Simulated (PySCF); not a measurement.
Ga(Me)2(Cl) cation (C₂H₆ClGa), SMILES [CH3][Ga]([CH3])[Cl] (connectivity only; charge and spin as stated), charge +1, multiplicity 2.

Geometry optimised at TPSSh-D3(BJ)/def2-SVP. The multiplicity is an assumed one; no other spin state was optimised. The isomer is the one that the SMILES or the coordinates give; other isomers of the formula were not compared.

Two levels are set side by side: PBE/def2-TZVP (PySCF) and M06-2X/def2-TZVP (PySCF). Same geometry, gas phase. Differences are taken from unrounded values.

| quantity | M06-2X |
|---|---|
| α-spin orbital gap (eV) | 8.97 |
| β-spin orbital gap (eV) | 5.91 |
| mean polarisability (bohr³) | 67.6 |

Q: What does PBE give, and how far is it from M06-2X? (Estimate from the structure and the level; the computed values follow.)

A: 
```
quantity                      PBE  PBE minus M06-2X
---------------------------  ----  ----------------
α-spin orbital gap (eV)      5.13             -3.84
β-spin orbital gap (eV)      1.81             -4.10
mean polarisability (bohr³)  71.6               4.0
```

PBE's more diffuse valence density responds more strongly to a field. Differences between two approximate levels are no errors against the true value.

Rough cost on one machine, each run with all the roots and properties that it gave: M06-2X against PBE within a factor of 2.
